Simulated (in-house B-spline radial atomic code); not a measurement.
# OLYP excitations of the neon ion Ne⁶⁺

Method: OLYP. Computed with a B-spline radial code for spherical atoms: linear response of the closed shell [He] 2s2 with the functional's adiabatic kernel; non-relativistic, point nucleus, no spin-orbit coupling, no double excitations, S, P, D and F terms only.

Command:
```bash
python run_td.py task.json out
```
Settings (radii: box in bohr, nucleus in fm):
```
Z                        10
electrons                4
configuration            [He] 2s2
hamiltonian              nr
method                   optx,lyp
box_radius               14.35
intervals                48
```

Run time, properties included: 1 thread of Intel(R) Xeon(R) 6975P-C (Granite Rapids) (shared host).

The lowest states, in the order of their Tamm-Dancoff energies; the method's threshold (minus the highest occupied level) is 192.36 eV. Labels give the largest channel, * marks a mixed state, and oscillator strengths are full-response dipole values. Semilocal kernels can invert the small singlet-triplet splittings of Rydberg terms. Energies in eV:

```json
{"state": "2s → 2p 3P", "full response": "9.885", "Tamm-Dancoff": "12.090", "oscillator strength": "-"}
{"state": "2s → 2p 1P", "full response": "25.038", "Tamm-Dancoff": "26.088", "oscillator strength": "0.391"}
{"state": "2s → 3s 3S", "full response": "?", "Tamm-Dancoff": "?", "oscillator strength": "-"}
{"state": "2s → 3s 1S", "full response": "119.62", "Tamm-Dancoff": "119.69", "oscillator strength": "-"}
{"state": "2s → 3p 3P", "full response": "121.39", "Tamm-Dancoff": "121.44", "oscillator strength": "-"}
{"state": "2s → 3p 1P", "full response": "?", "Tamm-Dancoff": "?", "oscillator strength": "?"}
{"state": "2s → 3d 3D", "full response": "124.38", "Tamm-Dancoff": "124.48", "oscillator strength": "-"}
{"state": "2s → 3d 1D", "full response": "127.62", "Tamm-Dancoff": "127.65", "oscillator strength": "-"}
{"state": "2s → 4s 3S", "full response": "154.45", "Tamm-Dancoff": "154.46", "oscillator strength": "-"}
{"state": "2s → 4s 1S", "full response": "155.45", "Tamm-Dancoff": "155.47", "oscillator strength": "-"}
{"state": "2s → 4p 3P", "full response": "156.54", "Tamm-Dancoff": "156.55", "oscillator strength": "-"}
{"state": "2s → 4p 1P", "full response": "157.00", "Tamm-Dancoff": "157.01", "oscillator strength": "0.128"}
{"state": "2s → 4d 3D", "full response": "157.62", "Tamm-Dancoff": "157.65", "oscillator strength": "-"}
{"state": "2s → 4f 3F", "full response": "158.36", "Tamm-Dancoff": "158.37", "oscillator strength": "-"}
{"state": "2s → 4d 1D", "full response": "158.50", "Tamm-Dancoff": "158.51", "oscillator strength": "-"}
{"state": "2s → 4f 1F", "full response": "158.92", "Tamm-Dancoff": "158.93", "oscillator strength": "-"}
```

**Question.** Where does 2s → 3s 3S lie?

**Answer.** At 115.98 eV in full response, 116.02 eV in Tamm-Dancoff.

**Question.** Where does 2s → 3p 1P lie?

**Answer.** At 123.22 eV in full response, 123.25 eV in Tamm-Dancoff, oscillator strength 0.471.

**Question.** How large is the singlet-triplet splitting of 2s → 2p (P terms) in Tamm-Dancoff?

**Answer.** 14 eV, from the unrounded values.

**Question.** What polarisabilities and dispersion coefficient does the method give?

**Answer.** Dipole 0.4995 bohr³, quadrupole 0.09757 bohr⁵, C6 0.1946 hartree·bohr⁶ for two such species.
